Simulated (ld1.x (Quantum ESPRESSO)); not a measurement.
Plane-wave convergence, ultrasoft potential for H

* Element: hydrogen
* Generator: ld1.x (Quantum ESPRESSO) 7.5
* Type: ultrasoft
* Functional: PBE
* Relativity: non-relativistic
* Frozen core: none
* Valence charge: 1
* Reference configuration: 1s1
* Partial waves: 1s (bound): rcut 0.65, rcutus 0.75 bohr; 1s channel at -0.05 Ry: rcut 0.65, rcutus 0.75 bohr
* Local potential: all-electron potential smoothed inside 0.60 bohr (lloc = -1)
* Core correction: none
* Augmentation charge: PSQ, radius 0.65 bohr

The pseudo-atom Hamiltonian at the reference potential is diagonalised in spherical Bessel functions j_l(qr) that vanish at 20 bohr, with q² up to the cutoff. All-electron valence levels (Ry): 1s -0.4772.

Problem. How do the lowest levels (Ry) of each channel move with the cutoff, and are there ghosts?

Solution.

| cutoff (Ry) | s #1 | s #2 | p #1 | d #1 | f #1 | Σ f·Δε (mRy) |
| --- | --- | --- | --- | --- | --- | --- |
| 8 | -0.4184 | 0.0129 | 0.0294 | 0.0773 | 0.1194 | 58.8 |
| 10 | -0.4316 | 0.0122 | 0.0294 | 0.0773 | 0.1194 | 45.5 |
| 15 | -0.4500 | 0.0113 | 0.0294 | 0.0773 | 0.1194 | 27.2 |
| 18 | -0.4590 | 0.0108 | 0.0294 | 0.0773 | 0.1194 | 18.2 |
| 25 | -0.4667 | 0.0104 | 0.0294 | 0.0773 | 0.1194 | 10.5 |
| 30 | -0.4704 | 0.0102 | 0.0294 | 0.0773 | 0.1194 | 6.7 |
| 35 | -0.4729 | 0.0101 | 0.0294 | 0.0773 | 0.1194 | 4.3 |
| 45 | -0.4753 | 0.0100 | 0.0294 | 0.0773 | 0.1194 | 1.9 |
| 50 | -0.4761 | 0.0100 | 0.0294 | 0.0773 | 0.1194 | 1.1 |
| 60 | -0.4767 | 0.0099 | 0.0294 | 0.0773 | 0.1194 | 0.5 |
| 70 | -0.4770 | 0.0099 | 0.0294 | 0.0773 | 0.1194 | 0.2 |
| 400 | -0.4772 | 0.0099 | 0.0294 | 0.0773 | 0.1194 | 0.0 |

Result: no extra level below or beside the all-electron valence levels (s, p, d, f tested); 10 mRy is reached at 30 Ry and 1 mRy at 55 Ry.
